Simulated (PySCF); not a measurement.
**Core binding energy against partial charge**

1,1,2-trifluoro-2-methylcyclopropane, C4H5F3.
Z-matrix (Å and degrees, PBE0-D3(BJ)/def2-SVP geometry), rows numbered from 1:
```
C 
C   1  1.4943
F   2  1.3583  1  113.19
C   2  1.5241  1  122.01  3  -144.04
C   4  1.4847  2   59.17  1  -110.88
F   5  1.3311  2  119.35  4   109.68
F   5  1.3396  2  119.06  4  -109.70
H   1  1.0999  2  109.98  3   -56.99
H   1  1.0974  2  110.73  3  -176.77
H   1  1.1001  2  110.10  3    62.77
H   4  1.0929  2  118.38  5   108.36
H   4  1.0932  2  115.63  5  -106.08
```

Binding energies: delta-SCF UKS SCAN, pcX-2 on the ionised atom, pcseg-1 elsewhere, spin-free X2C (PySCF 2.14.0). Charges: PBE0/pcSseg-1 ground-state density, for the ionised atom.

| atom | environment | C 1s (eV) | Mulliken (e) | IAO (e) | Hirshfeld (e) | ESP (e) |
| --- | --- | --- | --- | --- | --- | --- |
| C4 | three-membered-ring carbon | 291.46 | -0.248 | -0.356 | -0.114 | -0.468 |
| C1 | methyl carbon | 291.48 | -0.219 | -0.434 | -0.121 | -0.599 |
| C2 | sp3 C–F carbon | 293.59 | +0.039 | +0.274 | +0.076 | +0.375 |
| C5 | CF2 carbon | 295.60 | +0.529 | +0.545 | +0.154 | +0.418 |

Problem. How well does each charge scheme correlate with the binding energies over these sites?

Solution. Mulliken: r = 0.99, slope 5.4 eV per e; Hirshfeld: r = 0.98, slope 14.1 eV per e; IAO: r = 0.98, slope 4.1 eV per e; ESP: r = 0.92, slope 3.4 eV per e. On 4 points no scheme stands out.

Problem. The point-charge model writes a binding energy as kq + V + constant, with V the potential of the other atoms' charges at the site. What does it give with the IAO charges?

Solution. V = Σ 14.40 eV Å × q/r over all other atoms: +7.26 eV at C4, +7.27 eV at C1, -3.27 eV at C2, -6.46 eV at C5. Fitting binding energy − V to q gives k = 18.9 eV per e and leaves an rms residual of 0.52 eV, against 0.35 eV for the fit on q alone. The model has no term for differences in relaxation between sites.

Geometry: PBE0-D3(BJ)/def2-SVP; no solvent, vibrations or thermal averaging.
